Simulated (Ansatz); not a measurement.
Species: C7H14, charge 0, multiplicity 1. 
Geometry from a B3LYP-D3(BJ)/def2-TZVP (Ansatz, a quantum-chemistry and plane-wave program) optimisation:
```
C
H 1 1.0922
H 1 1.0972 2 107.40
C 1 1.5311 2 113.12 3 121.08
H 4 1.0961 1 107.48 2 48.74
C 4 1.5216 5 108.44 1 124.82
H 6 1.0924 4 111.46 5 -59.34
H 6 1.0925 7 107.72 4 -122.45
H 6 1.0935 7 107.83 8 -115.98
C 1 1.5312 2 113.10 3 -121.10
H 10 1.0961 1 107.47 2 -48.43
C 10 1.5217 11 108.42 1 -124.77
H 12 1.0924 10 111.46 11 59.37
H 12 1.0925 13 107.72 10 122.45
H 12 1.0935 13 107.83 14 115.98
C 4 1.5447 5 108.24 1 -110.92
H 16 1.0909 4 111.60 5 -34.09
H 16 1.0929 17 106.63 4 119.42
C 10 1.5454 11 108.23 1 111.00
H 19 1.0909 10 111.53 11 33.20
H 19 1.0928 20 106.61 10 -119.47
```
Charge 0, spin multiplicity 1.

Property: atomisation energy (electronic, to ground-state atoms), in kcal/mol. Cores are frozen in the correlated levels unless marked. UHF or UKS for open shells. Spin-orbit coupling is left out. No relativistic terms. The coupled-cluster limit lacks core correlation, which all-electron functionals hold. CBS(X,Y): correlation extrapolated as X^-3; Hartree-Fock from the larger set. [CCSD(T)-MP2]/basis is that difference in the basis named.

```tsv
level	program	atomisation energy (kcal/mol)
HF/6-31G	Ansatz	1507.7
HF/cc-pVDZ	Ansatz	1542.7
PBE/def2-TZVPD	Ansatz	2081.2
BLYP-D4/def2-TZVPD	Ansatz + dftd4	2038.5
```

Estimate the value at RI-MP2/CBS(aug-cc-pVTZ,aug-cc-pVQZ)+[CCSD(T)-MP2]/aug-cc-pVTZ as computed with Ansatz.

2054.8 kcal/mol
